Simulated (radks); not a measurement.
Question: The mean radii <r> (bohr) of the occupied orbitals of an atom or ion are listed with their occupations. Method: scalar-relativistic Kohn-Sham, PBEsol, spin-polarised, spherical densities, finite nucleus; Fermi nuclear charge, rms radius of each element as measured or else 0.836 A^(1/3) + 0.57 fm; computed with a radial shooting solver on a logarithmic mesh with Libxc functionals.

| orbital | occ. | <r> |
|---|---|---|
| 1s down | 1 | 0.01774 |
| 1s up | 1 | 0.01774 |
| 2s up | 1 | 0.07493 |
| 2s down | 1 | 0.07493 |
| 2p up | 3 | 0.06729 |
| 2p down | 3 | 0.06729 |
| 3s up | 1 | 0.1940 |
| 3s down | 1 | 0.1940 |
| 3p up | 3 | 0.1946 |
| 3p down | 3 | 0.1946 |
| 3d up | 5 | 0.1762 |
| 3d down | 5 | 0.1762 |
| 4s up | 1 | 0.4320 |
| 4s down | 1 | 0.4320 |
| 4p up | 3 | 0.4596 |
| 4p down | 3 | 0.4595 |
| 4d up | 5 | 0.4892 |
| 4d down | 5 | 0.4890 |
| 5s up | 1 | 1.007 |
| 5s down | 1 | 0.9987 |
| 4f up | 7 | 0.5578 |
| 5p up | 3 | 1.164 |
| 4f down | 7 | 0.5539 |
| 5p down | 3 | 1.153 |
| 5d up | 5 | 1.599 |

Name the element and its charge. Open shells, if any, are filled with parallel spins first.

Answer: Z = 76, osmium, charge +3: Os3+ in [Xe] 4f14 5d5. The 1s radius gives Z: for a bare nucleus <r> = (2 gamma + 1)/(2Z) with gamma = sqrt(1 - (Z/c)^2), 0.01753 bohr for Z = 76, and screening makes it slightly larger (0.01774 here). The occupations add up to 73, and the charge is Z minus that.
